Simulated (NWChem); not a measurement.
CH2BNO3; SMILES O=C=NB(O)O

```xyz
8

B      0.0746    -1.0225     0.0000
N     -0.0571     0.4173     0.0000
C     -0.1681     1.6064     0.0000
O     -0.2764     2.7700     0.0000
O      1.2931    -1.6120     0.0000
H      2.0133    -0.9763     0.0000
O     -1.0168    -1.8233     0.0000
H     -1.8404    -1.3291     0.0000
```
Atoms are numbered in this order, from 1.

Results from NWChem. Pople sets run with spherical d functions. Coordinates come from a PBE0/def2-SVP optimisation. Isotropic polarisability at PBE0/6-31+G*. A Cauchy series cut after its second term is a line in ω².

```
row      ω² (10⁻³ Ha²)  α (bohr³)
-------  -------------  ---------
static            0.00      39.47
1065 nm           1.83      39.79
589 nm            5.98   withheld
400 nm           12.97      41.91
```

Question: Fit a straight line of the last column on the one before it, predict the withheld value, and compare with the run.

Answer: 
1. Means of the 3 shown rows: x = 4.933, y = 40.390. Slope Σ(x − x̄)(y − ȳ)/Σ(x − x̄)² = 18.62/98.56 = 0.1889; intercept 39.458.
2. The shown rows scatter about the line by 0.011 (root mean square); the largest residual is -0.01, at 1065 nm.
3. At x = 5.98 (589 nm; inside the shown range) the line gives 40.59.
4. The run gives 40.54, -0.05 from the line. The intercept estimates α(0), and the slope, 189 bohr³/Ha², the next Cauchy moment.
